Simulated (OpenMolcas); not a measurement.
**Computed levels of Cu V**

```
Program             : OpenMolcas 26.06
Method              : CASSCF
Basis               : ANO-RCC-VTZP [6s5p3d2f1g]
Scalar Hamiltonian  : DKH2, point nucleus
Active space        : 7 electrons in 5 orbitals (3d)
State averaging     : 2S+1 = 4 even, 10 roots; 2S+1 = 2 even, 40 roots (35 in the spin-orbit step)
Spin-orbit coupling : state interaction with AMFI integrals over the reference wave functions, term energies averaged over their components
```

Spin-free terms above the lowest, with the occupations of the reference:

```json
{"Configuration": "3d7", "Term": "4F", "E (cm-1)": "0.0", "Occupations": "3d 7.00"}
{"Configuration": "3d7", "Term": "4P", "E (cm-1)": "23901", "Occupations": "3d 7.00"}
{"Configuration": "3d7", "Term": "2G", "E (cm-1)": "24287", "Occupations": "3d 7.00"}
{"Configuration": "3d7", "Term": "2P", "E (cm-1)": "32225", "Occupations": "3d 7.00"}
{"Configuration": "3d7", "Term": "2H", "E (cm-1)": "32225", "Occupations": "3d 7.00"}
{"Configuration": "3d7", "Term": "2D", "E (cm-1)": "35061", "Occupations": "3d 7.00"}
{"Configuration": "3d7", "Term": "2F", "E (cm-1)": "56039", "Occupations": "3d 7.00"}
```

With spin-orbit coupling, above the lowest level:

```
Configuration  Term     J  E (cm-1)  Measured (cm-1)      g  Term weight %  Second
          3d7    4F   9/2       0.0              0.0  1.333            100        
          3d7    4F   7/2      1546             1616  1.238            100        
          3d7    4F   5/2      2666             2759  1.029            100        
          3d7    4F   3/2      3427             3528  0.400            100        
          3d7    4P   5/2     24939            20827  1.600            100        
          3d7    2G   9/2     25097            22575  1.106             97    3 2H
          3d7    4P   3/2     25340            21066  1.713             94    6 2P
          3d7    4P   1/2     26119            21935  2.628             98    2 2P
          3d7    2G   7/2     26594            24100  0.889            100        
          3d7    2P   3/2     33043            27016  1.267             79   16 2D
          3d7    2H  11/2     33310            30402  1.091            100        
          3d7    2P   1/2     34636            28367  0.708             98    2 4P
          3d7    2H   9/2     34663            31823  0.915             97    3 2G
          3d7    2D   5/2     36135            30966  1.202             99        
          3d7    2D   3/2     38548            33292  0.888             83   16 2P
          3d7    2F   5/2     57300            49490  0.857            100        
          3d7    2F   7/2     57896            50072  1.143            100
```

Against the 16 measured excited levels shown (Sugar and Musgrove, J. Phys. Chem. Ref. Data 19, 527 (1990)) the mean absolute deviation is 3900 cm-1; the largest miss in energy is 3d7 2F 7/2: computed 57896, measured 50072 cm-1 (+15.6 %), and the largest in proportion 3d7 2P 3/2 (+22.3 %).

Spin-orbit coupling puts the lowest level 1576 cm-1 below the lowest spin-free term.

A least-squares Racah fit to the terms below 60000 cm-1, each weighted by 2L + 1 and with a free common offset, gives B = 1589 cm-1 and C = 5966 cm-1 (C/B = 3.75), with an rms deviation of 17 cm-1.

For 4F the intervals divided by the larger J are -304.1, -320.1, -343.6 cm-1. Landé's interval rule makes them equal in pure LS coupling; they differ by 12 % of their mean. The multiplet is inverted.

Some high roots are left out of the spin-orbit mixing, which shifts the levels that they would mix with. Without dynamic correlation excited terms often stand tens of per cent too high (terms of higher spin than the ground term too low), and those without a measured partner can miss by more than the paired ones. Computed and measured levels are paired by configuration, term and J; levels that our copy of the source lacks, or whose pairing is in doubt (as where it misses far off the trend of its configuration), stay unpaired and out of the deviations. Only configurations of the active space appear. The first state left out of the spin-orbit step lies near 88000 cm-1 above the lowest spin-free state of the reference (among the parities and spins computed), and the list stops at four fifths of that energy or lower.

The term weight is that of the spin-free term in the level, not the purity of its configuration.
